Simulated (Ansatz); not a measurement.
Reaction (cleavage of the Si–Si bond): `BS[SiH2][SiH2]C` + `[SH][GaH2]` → `C[SiH2][S][GaH2]` + `BS[SiH3]`

Program: Ansatz. Geometries: PBE0-D4/def2-TZVP. ΔE: electronic, gas phase. CCSD(T)/CBS adds triple-zeta CCSD(T) − MP2 to the extrapolated MP2 energy (def2 sets, frozen cores). DFT in def2-TZVPP. For Ga outer-core shells are correlated without core-valence functions, which leaves a few kJ/mol of doubt a bond. Scalar relativity is left out up to krypton. Each species was taken in one conformer, which may not be the lowest.

Task: Is it downhill or uphill in electronic energy at CCSD(T)/CBS, and by how much? (Estimate.)

Result: The calculation gave: Downhill: ΔE = -63.4 kJ/mol.

Task: What do these levels give: r2SCAN-D4, ωB97X-V, r2SCAN, PBE0, MP2/def2-TZVPP, CCSD(T)/def2-TZVPP? (Best estimate.)

Result: The calculation gave: r2SCAN-D4 -58.0, ωB97X-V -59.2, r2SCAN -58.6, PBE0 -53.8, MP2/def2-TZVPP -70.5, CCSD(T)/def2-TZVPP -60.8 kJ/mol.

Largest T1 diagnostic among the species: 0.014.

From PBE to PBE0 (25 % exact exchange), in def2-TZVPP and without D4, ΔE moves by −5.4 kJ/mol.
